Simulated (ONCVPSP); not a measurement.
# Ta, ONCV: configuration errors across variants

```
Element                 : Ta (Z = 73)
Generator               : ONCVPSP 4.0.1
Type                    : optimised norm-conserving Vanderbilt (ONCV)
Functional              : LDA (Perdew-Zunger)
Relativity              : fully relativistic
Frozen core             : [Kr] 4d10 4f14
Valence charge          : 13
Reference configuration : 5s2 5p6 5d3 (charge +2)
Partial waves           : 5s: rc 1.50 bohr, ncon 4, nbas 8, qcut 8.1 1/bohr, 2 projectors, debl 2.3 Ha; 5p: rc 1.90 bohr, ncon 4, nbas 8, qcut 5.9 1/bohr, 2 projectors, debl 2.3 Ha; 5d: rc 1.80 bohr, ncon 4, nbas 8, qcut 6.1 1/bohr, 2 projectors, debl 0.3 Ha
Local potential         : polynomial inside 1.45 bohr (lpopt 5, dvloc0 -1 Ha)
Core correction         : Teter function fitted to the true core (icmod 2), fcfact 0.75
```

Open shells are filled in proportion to 2j + 1.

In the s channel the program set the typed energies aside and used -3.260, 0.250 Ha. In the d channel the program set the typed energies aside and used -0.674, 0.250 Ha (j = l + 1/2; the other j can differ).

All-electron excitation energies from the reference (eV): (1) 5s2 5p6 5d3 6s2 -24.012; (2) 5s2 5p6 5d3 6s1 -15.308; (3) 5s2 5p6 5d2 23.918; (4) 5s2 5p6 5d3 6s1 6p1 -19.788.

2 further variants failed, have other tests or too few solved ones, and are left out.

Errors AE − PS in meV (a dash: test not solved or not reliable):

```tsv
change	(1)	(2)	(3)	(4)	bound ghosts	GHOST(+) flags above zero
base	+8.8	+3.2	-7.4	+5.5	none	s
d: rc 1.32; local potential polynomial inside 1.32 bohr (lpopt 5, dvloc0 -1 Ha)	+8.8	+3.2	-6.5	+5.5	none	s
s: debl 4.3	+9.6	+3.7	-7.4	+5.9	none	s
s: qcut 7.9; p: qcut 5.8; d: qcut 6	+8.7	+3.2	-7.4	+5.4	none	s
p: rc 2.78	+8.5	+3.0	-8.4	+6.3	none	s, p1/2
```

(1) Give the same row for: core correction Teter function fitted to the true core (icmod 2), fcfact 0.64.

Results:

(1) +8.7, +3.1, -7.8, +5.4; bound ghosts: none; GHOST(+) flags above zero: s.
